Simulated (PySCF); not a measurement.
GaBr₃, SMILES [Br][Ga]([Br])[Br]. Atoms are numbered in the order given.

```xyz
4

Ga     0.0000     0.0000     0.0000
Br     2.2823     0.0000     0.0000
Br    -1.1412    -1.9765     0.0000
Br    -1.1412     1.9765     0.0000
```

Geometry optimised at B3LYP-D3(BJ)/def2-SVP. The isomer is the one that the SMILES or the coordinates give; other isomers of the formula were not compared.

Method: PySCF with C-PCM-M06-2X/def2-SVP.

The values are the electrostatic part of the solvation free energy, E(continuum) − E(gas) at the gas-phase geometry, in a cavity of scaled van der Waals radii (PySCF's table); cavitation and dispersion terms are not included. A continuum can't describe solvent molecules that bind to the metal. In vacuum the orbital gap is 8.49 eV. The dipole moment in vacuum is 0.00 D.

Computed values in water (ε = 78.36), dimethylsulfoxide (ε = 46.83), benzene (ε = 2.27):
| solvent | ε | ΔG(elec) (kcal/mol) | dipole (D) | gap (eV) |
|---|---|---|---|---|
| water | 78.36 | -4.3 | 0.00 | 8.66 |
| dimethylsulfoxide | 46.83 | -4.3 | 0.00 | 8.66 |
| benzene | 2.27 | -2.3 | 0.00 | 8.59 |
